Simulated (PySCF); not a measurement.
A structure optimised at B3LYP-D3(BJ)/def2-TZVP, used in a PySCF frequency run:

```xyz
3

Te     0.3185     1.1982     0.0000
F     -1.5318     1.7353     0.0000
I     -0.0524    -1.4703     0.0000
```
Charge 0, spin multiplicity 1.

### Question
Write its SMILES, formula and point group.

### Answer
F[Te]I, FITe, Cs

### Question
What are its rotational constants (standard atomic weights)?

### Answer
8.7671, 0.98156, 0.88273 GHz
